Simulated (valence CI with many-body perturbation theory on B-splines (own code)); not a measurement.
Sensitivity of CI+MBPT for Cd XVI

Calculated by relativistic CI+MBPT: five valence electrons over a frozen Dirac-Fock core [Ar] 3d10, radial functions for each j: 6 s, 6 p, 5 d, 3 f, 1 g, with the one-electron correlation potential Σ1, the two-electron term Σ2, the three-electron term Σ3, Breit, model QED; selected CI, second order for the rest, scaled by the run's own slope (own B-spline code, finite nucleus).

No measured levels were compared; by estimate levels hold to about 250 cm⁻¹ or 0.2 % of their energy and the worst to 1 %, as in measured heavy ions of charge 2 to 7; those with d or f electrons hold less well. Among the levels kept, up to 880 cm⁻¹ of a level comes from second order outside the variational space, and about a tenth of that is noise between levels of different J, which matters for small intervals.

The reference run has the lowest level 4s2 4p3 4S°_3/2 and an ionisation energy of 386.769 eV. Its largest variational space holds 9984 state functions.

Names give the largest LS component (configuration and term), which can be under half, so a name can repeat, a term be missing and a line seem to break the LS rules; names also repeat where a configuration has a term twice.

Changed runs:
A. size limit of the variational space 10000 → 6000
B. three-electron term on → off
C. shift of the energy in Σ1 (hartree) 0 → -3.333; hole-hole ladder in Σ2 on → off
D. factor on the speed of light 1 → 1.1 (bad on purpose)

Excitation energies of the reference run in cm⁻¹, and shifts in cm⁻¹:

```
                 Level  Reference         A       B       C       D
       4s2 4p3 2D°_3/2      51202      -0.3    +5.8     -28   -7714
       4s2 4p3 2D°_5/2      68945      +1.5     +43     -21   -9397
       4s2 4p3 2P°_1/2      95624      -0.8    +170     +12   -9506
       4s2 4p3 2P°_3/2     143019      -1.2     +99     -47  -20530
         4s 4p4 4P_5/2     350186      +6.8    -209     -99  -13321
         4s 4p4 4P_3/2     386108      +2.3    -205    -116  -19026
         4s 4p4 4P_1/2     391758         0    -153    -100  -18539
         4s 4p4 2D_3/2     433600      +2.0    -122     -88  -18643
         4s 4p4 2D_5/2     449635      +3.8    -121    -101  -22503
         4s 4p4 2S_1/2     487644      -1.1     +36     -52  -20368
         4s 4p4 2P_3/2     496289      +1.6     -94     -79  -19621
     4s2 4p2 4d 4F_3/2     524995       +11    -165     -69   -2514
Ionisation energy (eV)    386.769  -7.1e-05  +0.159  -0.138  +0.140
```
